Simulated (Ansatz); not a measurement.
Reaction (ligand exchange at the Si–Cl bond): `O[Si]Cl` + HBr → `O[Si]Br` + HCl

Isolated molecules relaxed with PBE0-D4/def2-TZVP in Ansatz; ΔE leaves out vibrations. CCSD(T)/CBS adds triple-zeta CCSD(T) − MP2 to the extrapolated MP2 energy (def2 sets, frozen cores). This one scheme is used for every species. Functionals use def2-TZVPP. B3LYP here is the variant with VWN-RPA as its local correlation; programs differ in this. HSE06 is defined as in plane-wave codes. For Br outer-core shells are correlated without core-valence functions, which leaves a few kJ/mol of doubt a bond. Scalar relativity is left out up to krypton. Each species was taken in one conformer, which may not be the lowest.

Is it downhill or uphill in electronic energy at CCSD(T)/CBS, and by how much? (Best estimate.)

Computed: Nearly level: ΔE = +0.2 kJ/mol.

What do these levels give: B2PLYP, B3LYP, r2SCANh, HSE06, RPA@PBE/def2-TZVPP, SCS-MP2/def2-TZVPP? (Best estimate.)

Computed: B2PLYP 1.8, B3LYP 2.1, r2SCANh 0.5, HSE06 -0.3, RPA@PBE/def2-TZVPP 2.3, SCS-MP2/def2-TZVPP 1.8 kJ/mol.

Largest T1 diagnostic among the species: 0.014.

Leaving LDA and LC-ωPBE aside and taking each functional with its dispersion term where it has one, the values, not all of them listed here, spread over 6.0 kJ/mol, from HSE06-D4 to B97M-V.
